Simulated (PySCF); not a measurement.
## Correlation energy of Mn⁺ (manganese, charge +1)

[Ar] 3d5 4s1, high-spin 7S determinant. Computed with PySCF 2.14 in aug-cc-pVTZ with one added diffuse shell each of s, p, d, f, g type (9s8p6d4f3g, 118 functions), with no relativity, point nucleus. Frozen: [Ar]; 6 electrons correlated.

MP2 pair energies summed by pair of shells (mhartree):

```
 pair  energy  share (%)
3d-3d  -71.63       83.4
3d-4s  -14.30       16.6
```

Total MP2 correlation energy: -85.93 mhartree.

Same-spin part -85.93 and opposite-spin part 0.00 mhartree; SCS-MP2 scales them by 1/3 and 6/5 to -28.64 mhartree.
